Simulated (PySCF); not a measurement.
**Telling isomers of C$_{8}$H$_{11}$N apart by NMR**

[PySCF 2.14: GFN2-xTB geometry; σ from GIAO-PBE0/pcSseg-1; no solvent; a single conformation; one averaged value for each set of equivalent atoms; no relativistic terms]

Shifts are taken against calculated references (same method and geometry level): 1H (σref 31.72) and 13C (σref 186.93) vs TMS. Where no couplings were computed, multiplicities follow the n + 1 count of equivalent neighbours, and m marks all less simple cases (inequivalent or close neighbours, rings, F or P nearby). Shifts are as computed. Against solution values, carbons near 30 ppm lie about +3 ppm off and those near 130 ppm about +5 ppm. Of 1211 compounds with measured shifts, 218 miss one by over three times the rms of a fit or turn the order of signals round; such compounds aren't used in these exercises.

(1) Tabulate the signals of `CC(C)c1ccncc1`, `N#C[C@@H]1CC[C@H]2C[C@@H]1C2` and their relative energies.

(2) What is the quickest way to tell CC(C)c1ccncc1 from N#C[C@@H]1CC[C@H]2C[C@@H]1C2?

Results:

(1) 
| SMILES | carbon types | δC | δH | E rel. (kcal/mol) |
| --- | --- | --- | --- | --- |
| CC(C)c1ccncc1 | 1×C 5×CH 2×CH3 | 163.9, 156.1, 126.5, 40.1, 26.7 | 8.89 (d, 2H), 7.25 (d, 2H), 2.64 (sept, 1H), 1.30 (d, 6H) | 0.0 |
| N#C[C@@H]1CC[C@H]2C[C@@H]1C2 | 1×C 3×CH 4×CH2 | 127.7, 39.3, 39.3, 34.1, 31.8, 30.9, 25.2, 24.5 | 2.63 (m, 1H), 2.45 (m, 1H), 2.33 (m, 1H), 2.27 (m, 1H), 2.17 (m, 1H), 2.09 (m, 1H), 2.04 (m, 1H), 1.98 (m, 1H), 1.77 (m, 1H), 1.76 (m, 1H), 0.85 (m, 1H) | 24.1 |

Energies are electronic energies at PBE0/pcSseg-1 on these geometries, without zero-point or thermal terms, each for the one conformer computed, which needn't be the lowest.

(2) Count the carbon signals: 5 against 8. The first has an aromatic CH next to a ring nitrogen at 156.1 ppm, the second an sp3 CH2 in a ring at 39.3 ppm. Their most deshielded carbons lie at 163.9 and 127.7 ppm. In the proton spectra the most deshielded non-exchanging signals are 8.89 (d, 2H) and 2.63 (m, 1H).
